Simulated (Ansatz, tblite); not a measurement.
Forces on TiSi₆⁺ at its PBE0-D4/def2-SVP geometry. Charge 1, multiplicity 2.

The xTB rows come from tblite. No other spin state of charge 1 was run. Another isomer (doublet) lies 0.20 eV lower at PBE0-D4/def2-TZVP; other spin states weren't run for this one.

GFN1-xTB (tblite), largest force 1.55 eV/Å:

```xyz
7
positions Å, forces eV/Å
Ti    0.183    1.028   -1.570   -0.008    0.437   -0.670
Si    0.944    2.006    0.549    1.004    1.124    0.290
Si   -1.104   -1.203    1.749   -0.318   -0.577    0.868
Si   -1.138    0.937    0.689   -1.411    0.566    0.310
Si    0.956   -0.427    0.760    0.935   -0.278    0.526
Si    1.159   -1.223   -1.543    1.123   -0.633   -0.840
Si   -1.000   -1.119   -0.634   -1.324   -0.640   -0.484
```

GFN2-xTB (tblite), largest force 2.60 eV/Å:

```
Ti -0.417 0.295 -0.484
Si 1.204 1.543 0.264
Si -0.295 -0.603 0.907
Si -1.830 1.724 0.642
Si 1.589 -0.737 1.305
Si 1.354 -0.763 -1.222
Si -1.605 -1.460 -1.412
```

PBE-D4/def2-TZVP (Ansatz), largest force 0.19 eV/Å:

```
Ti 0.030 -0.036 0.061
Si 0.060 0.166 0.050
Si -0.057 -0.085 0.134
Si -0.012 0.020 0.010
Si -0.098 0.059 -0.104
Si 0.080 -0.113 -0.124
Si -0.003 -0.009 -0.027
```
